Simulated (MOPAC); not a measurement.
Input for MOPAC: AM1 on GaGeH5 (SMILES [GaH2][GeH3]), a point of a bond scan (R = 3.149 Å).

```
AM1 1SCF PRECISE CHARGE=0 THREADS=1
GaGeH5

Ga    -1.23043577 1    -0.07769067 1    -0.29199579 1
Ge     1.15729770 1     0.07022597 1     0.27368514 1
H      1.98201560 1    -1.14287734 1    -0.19965612 1
H      1.78713141 1     1.32896781 1    -0.36154397 1
H      1.35929899 1     0.19976849 1     1.79857150 1
H     -3.20395663 1     2.16798629 1     0.69725875 1
H     -1.80126754 1    -1.26982717 1    -1.14605758 1
```

Output:

```
*******************************************************************************
 **                                                                           **
 **                              MOPAC v23.2.5                                **
 **                                                                           **
 *******************************************************************************
 ** MOPAC's Digital Object Identifier: https://doi.org/10.5281/zenodo.6511958 **
 **                                                                           **
 ** Please cite the open-source release paper for use of this MOPAC version:  **
 ** J. E. Moussa and J. J. P. Stewart (2026)                                  **
 ** MOPAC: An open-source semiempirical molecular orbital program             **
 ** J. Open Source Softw., 11(119), 8025, https://doi.org/10.21105/joss.08025 **
 *******************************************************************************

                              AM1 CALCULATION RESULTS

 *******************************************************************************
 *  AM1        - The AM1 Hamiltonian to be used
 *
 *
 *
 *                 CHARGE ON SYSTEM = 0
 *
 *
 *
 *  PRECISE    - TIGHTER CRITERIA TO BE USED
 *  1SCF       - DO 1 SCF AND THEN STOP
 *  THREADS=1  - MULTI-THREADING NOT USED
 *  T=         - A TIME OF 172800.0 SECONDS REQUESTED
 *  DUMP=N     - RESTART FILE WRITTEN EVERY 7200.0 SECONDS REQUESTED
 *******************************************************************************
AM1 1SCF PRECISE CHARGE=0 THREADS=1
 GaGeH5

   ATOM   CHEMICAL          X               Y               Z
  NUMBER   SYMBOL      (ANGSTROMS)     (ANGSTROMS)     (ANGSTROMS)

     1      Ga         -1.23043577  *  -0.07769067  *  -0.29199579  *
     2      Ge          1.15729770  *   0.07022597  *   0.27368514  *
     3       H          1.98201560  *  -1.14287734  *  -0.19965612  *
     4       H          1.78713141  *   1.32896781  *  -0.36154397  *
     5       H          1.35929899  *   0.19976849  *   1.79857150  *
     6       H         -3.20395663  *   2.16798629  *   0.69725875  *
     7       H         -1.80126754  *  -1.26982717  *  -1.14605758  *



          CARTESIAN COORDINATES

    NO.       ATOM           X           Y           Z

     1        Ga         -1.2304     -0.0777     -0.2920
     2        Ge          1.1573      0.0702      0.2737
     3         H          1.9820     -1.1429     -0.1997
     4         H          1.7871      1.3290     -0.3615
     5         H          1.3593      0.1998      1.7986
     6         H         -3.2040      2.1680      0.6973
     7         H         -1.8013     -1.2698     -1.1461

  H: (AM1): M.J.S. DEWAR ET AL, J. AM. CHEM. SOC. 107 3902-3909 (1985)
 Ga: (AM1): J. J. P. STEWART, J. MOL. MOD., 10, 155-164 (2004)
 Ge: (AM1): M.J.S.Dewar and C.Jie, Organometallics, 8, 1544, (1989)

           Empirical Formula: H5 Ga Ge  =     7 atoms



      MOLECULAR POINT GROUP   :   Cs


      RHF CALCULATION, NO. OF DOUBLY OCCUPIED LEVELS = 6


 -------------------------------------------------------------------------------
 AM1 1SCF PRECISE CHARGE=0 THREADS=1
 GaGeH5



     1SCF WAS SPECIFIED, SO BFGS WAS NOT USED
     SCF FIELD WAS ACHIEVED


                              AM1 CALCULATION
                                                       MOPAC v23.2.5 Linux




          FINAL HEAT OF FORMATION =        137.09098 KCAL/MOL =     573.58865 KJ/MOL


          COSMO AREA              =        124.64 SQUARE ANGSTROMS
          COSMO VOLUME            =        107.26 CUBIC ANGSTROMS

          IONIZATION POTENTIAL    =          7.596472 EV
          HOMO LUMO ENERGIES (EV) =         -7.596 -3.065
          NO. OF FILLED LEVELS    =          6
          MOLECULAR WEIGHT        =        147.3645         POINT GROUP:  Cs

          MOLECULAR DIMENSIONS (Angstroms)

            Atom       Atom       Distance
            H     6    H     3     6.21776
            H     7    H     5     4.33339
            H     4    H     5     2.34258


          SCF CALCULATIONS        =          1





   ATOM   CHEMICAL          X               Y               Z
  NUMBER   SYMBOL      (ANGSTROMS)     (ANGSTROMS)     (ANGSTROMS)

     1      Ga         -1.23043577  *  -0.07769067  *  -0.29199579  *
     2      Ge          1.15729770  *   0.07022597  *   0.27368514  *
     3       H          1.98201560  *  -1.14287734  *  -0.19965612  *
     4       H          1.78713141  *   1.32896781  *  -0.36154397  *
     5       H          1.35929899  *   0.19976849  *   1.79857150  *
     6       H         -3.20395663  *   2.16798629  *   0.69725875  *
     7       H         -1.80126754  *  -1.26982717  *  -1.14605758  *

                             CARTESIAN COORDINATES

   1   Ga       -1.230435770    -0.077690670    -0.291995790
   2   Ge        1.157297700     0.070225970     0.273685140
   3    H        1.982015600    -1.142877340    -0.199656120
   4    H        1.787131410     1.328967810    -0.361543970
   5    H        1.359298990     0.199768490     1.798571500
   6    H       -3.203956630     2.167986290     0.697258750
   7    H       -1.801267540    -1.269827170    -1.146057580


           Empirical Formula: H5 Ga Ge  =     7 atoms



      MOLECULAR POINT GROUP   :   Cs


                  EIGENVALUES
 -15.07501 -12.97697 -11.17511 -10.98280 -10.65810  -7.59647  -3.06501  -1.21383
  -0.07365   1.37409   1.49511   1.99727   3.67758


              NET ATOMIC CHARGES AND DIPOLE CONTRIBUTIONS

  ATOM NO.   TYPE          CHARGE      No. of ELECS.   s-Pop       p-Pop
    1         Ga           0.102004        2.8980     0.10056     2.79743
    2         Ge          -0.475121        4.4751     0.95554     3.51958
    3          H           0.086493        0.9135     0.91351
    4          H           0.080577        0.9194     0.91942
    5          H           0.080451        0.9195     0.91955
    6          H           0.125495        0.8745     0.87450
    7          H           0.000101        0.9999     0.99990
 DIPOLE           X         Y         Z       TOTAL
 POINT-CHG.    -3.136     1.225     0.124     3.369
 HYBRID         0.511     0.100     0.153     0.543
 SUM           -2.624     1.325     0.277     2.953


          ATOMIC ORBITAL ELECTRON POPULATIONS

     Atom    s        px        py        pz
    1 Ga   0.10056   1.45505   0.97013   0.37225
    2 Ge   0.95554   1.28521   1.12045   1.11391
    3  H   0.91351
    4  H   0.91942
    5  H   0.91955
    6  H   0.87450
    7  H   0.99990

 **********************
 *                    *
 * JOB ENDED NORMALLY *
 *                    *
 **********************




 == MOPAC DONE ==
```

The run finished.

Cost: roughly 0.05 core-seconds.
